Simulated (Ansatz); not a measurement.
Stepwise reaction of `[NH]=[Mo](=[NH])([Cl])[Cl]` with ammonia, as a gas-phase model of exchange steps in deposition or etching. ΔE in kJ/mol; ΔG adds harmonic PBE0-D4 terms to CCSD(T)/CBS, at 1 bar.

Calculated with Ansatz (gas phase, PBE0-D4/def2-TZVP geometries, no zero-point term in ΔE). CBS: MP2 limit from def2 TZ/QZ plus the TZ coupled-cluster correction, frozen cores. This one scheme is used for every species. Functionals use def2-TZVPP. B3LYP here is the variant with VWN-RPA as its local correlation; programs differ in this. def2 core potentials past Kr. For Mo outer-core shells are correlated without core-valence functions, which leaves a few kJ/mol of doubt a bond. One conformer a species, not always the lowest.

```csv
step,reaction,PBE-D4,B3LYP-D4,ωB97M-V,CCSD(T)/CBS,ΔG(600 K)
1,`[NH]=[Mo](=[NH])([Cl])[Cl]` + NH₃ → `[NH]=[Mo](=[NH])([NH2])[Cl]` + HCl,60.6,60.4,59.0,63.2,54.2
2,`[NH]=[Mo](=[NH])([NH2])[Cl]` + NH₃ → `[NH]=[Mo](=[NH])([NH2])[NH2]` + HCl,84.8,84.8,83.4,88.3,80.1
```

Task: By hand: ΔE of the 2 steps together at CCSD(T)/CBS.

Result: (63.2) + (88.3) = 151.5 kJ/mol, or 75.8 kJ/mol a step.

In ΔE each step is higher than the one before. All are uphill at CCSD(T)/CBS. ΔG lies between 54.2 and 80.1 kJ/mol a step. PBE-D4 differs from CCSD(T)/CBS by -3.5 to -2.6 kJ/mol a step. Isolated molecules leave out the surface, adducts and barriers. Largest T1 diagnostic: 0.022.
